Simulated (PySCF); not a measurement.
C6H8OSSi.
Z-matrix (Å and degrees, PBE0-D3(BJ)/def2-SVP geometry), rows numbered from 1:
```
Si
O   1  1.6821
C   2  1.3553  1  128.61
C   3  1.3956  2  122.55  1     2.04
C   4  1.3935  3  120.72  2   180.00
C   5  1.3922  4  119.68  3     0.00
C   6  1.3926  5  119.94  4     0.04
C   7  1.3976  6  120.98  5    -0.03
S   8  1.7610  3  121.67  2     0.13
H   1  1.4921  2  110.55  3   -61.43
H   1  1.4922  2  110.39  3    59.79
H   1  1.4853  2  104.52  3   179.19
H   4  1.0938  3  119.49  2     0.04
H   5  1.0919  4  119.68  3   180.00
H   6  1.0919  5  120.40  4  -180.00
H   7  1.0928  6  120.06  5   179.92
H   9  1.3488  8   95.03  3     0.17
```

Linear response at CAM-B3LYP/def2-SVPD (PySCF, frozen core in the response, non-relativistic).

Static isotropic polarisability: 121.45 au (18.00 Å³), principal values 79.7, 137.6, 147.0 au.

Q: What is the polarisability at 1064 nm and at the sodium D line?

A: 123.07 au at 1064 nm (+1.3 %), 127.09 au at 589.3 nm (+4.7 %). The rise at 589.3 nm is 3.47 times that at 1064 nm; a pure ω² law gives 3.26. The lowest singlet lies at 253 nm, shorter than both wavelengths.

Q: What is the isotropic C6 coefficient between two such molecules, C6 = (3/π)∫α(iω)² dω?

A: 5172 au (Eh·bohr⁶) by a ten-point quadrature over imaginary frequencies, which is 3090 eV·Å⁶ or 298 J·nm⁶/mol.

Q: Which effective excitation energy ω̄ makes London's formula C6 = (3/4)α²ω̄ exact here?

A: ω̄ = 4·C6/(3α²) = 0.468 Eh = 12.7 eV. A one-pole form α(ω) = α/(1 − ω²/ω̄²) fitted to the 1064 nm value gives 10.1 eV.

Q: What molar refraction at the D line follows from R = (4π/3)·N_A·α′, with α′ the polarisability volume?

A: α′ = 18.83 Å³ gives R = 47.51 cm³/mol, for isolated, non-vibrating species.

Q: The lowest 6 singlets have (eV, f): 4.90, 0.056; 5.40, 0.003; 5.42, 0.153; 5.61, 0.011; 6.23, 0.313; 6.28, 0.009. What share of the static polarisability do they carry in the sum over states α = Σ f/ω²?

A: 12.02 au, 9.9 % of α; the largest term, 5.97 au, is that of the state at 6.23 eV. Their oscillator strengths add up to 0.54. Higher states carry the rest.

Q: What n − 1 at the D line would an ideal gas of it have at 273.15 K and 1 atm (2.6868 × 10¹⁹ cm⁻³), by n − 1 = 2π·N·α′?

A: 31.79 × 10⁻⁴, a formal value whether or not that pressure can be reached.

Rough CPU time on one thread of a shared machine: about 3 min. This is the whole response run at CAM-B3LYP/def2-SVPD, SCF included.

One conformer stands for the species.
